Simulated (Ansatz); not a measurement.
The cluster NiS2, relaxed as a triplet with UKS PBE0-D4/def2-TZVP in Ansatz, starting from the PBE0-D4/def2-TZVP geometry of the neutral singlet. Force threshold 0.02 eV/Å.

The relaxation made no stability test and no search for a lower SCF solution. The structure comes from a short search, and lower isomers may exist.

Start:

```tsv
atom	x (Å)	y (Å)	z (Å)
Ni1	-0.8097	-0.9206	0.1822
S2	0.5701	0.5131	0.9101
S3	0.2397	0.4075	-1.0923
```

```csv
step,energy (eV),largest force component (eV/Å),SCF passes
1,-62701.6088,0.409,28
2,-62701.6135,0.225,36
3,-62701.6158,0.019,36
```

Force components are those of the run's own axes.

End:

```xyz
3

Ni   -0.823   -0.936    0.185
S     0.577    0.521    0.909
S     0.246    0.415   -1.094
```

By distances, no bond broke or formed. The bond that changes most is Ni1–S2, from 2.12 to 2.15 Å (atoms count from 1).

No frequencies were taken in this run, so the end may be a saddle point.

Hardware: 4 threads of Arm Neoverse V1 on a shared host. Wall time 6.5 s.
